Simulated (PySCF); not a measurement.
**Relaxation of singlet H₃RuN**

All numbers come from PySCF, PBE0, basis Ru def2-TZVP with ECP28, N def2-TZVP, H def2-TZVP (scalar-relativistic core potentials, no spin–orbit coupling, density fitting). A (50,194) grid was used.

A hand-made see-saw (ligand arrangement 1) start, of Cs symmetry, held to at least that symmetry:

Coordinates in bohr (charge 0 multiplicity 1):
```
Ru    0.2853    0.0000   -0.2582
N    -2.3057    0.0000    1.7662
H     0.2853    2.9555    0.0003
H     0.2853   -2.9555    0.0003
H     2.6232    0.0000    1.5684
```

What forces act on the atoms at the start (eV/Å)?


```tsv
atom	Fx	Fy	Fz
Ru1	-9.11	0.00	5.90
N2	6.61	0.00	-4.74
H3	1.49	2.18	-0.78
H4	1.49	-2.18	-0.78
H5	-0.48	0.00	0.41
```

What does it relax to?

It ends at Cs with Ru–H 1.559 Å, Ru–H 1.629 Å (×2), Ru–N 1.571 Å; H–Ru–H 83.2° (×2), H–Ru–H 135.2°, H–Ru–N 95.9°, H–Ru–N 111.9° (×2) (after a last refinement on a finer grid). A frequency run shows a minimum.

How much energy is released, and in how many steps?

219.2 kJ/mol in 10 steps.

The relaxation took 15 s on 2 threads of a shared Arm Neoverse V2 host, with 89 basis functions and 11 gradients; the process peaked at 0.65 GiB.
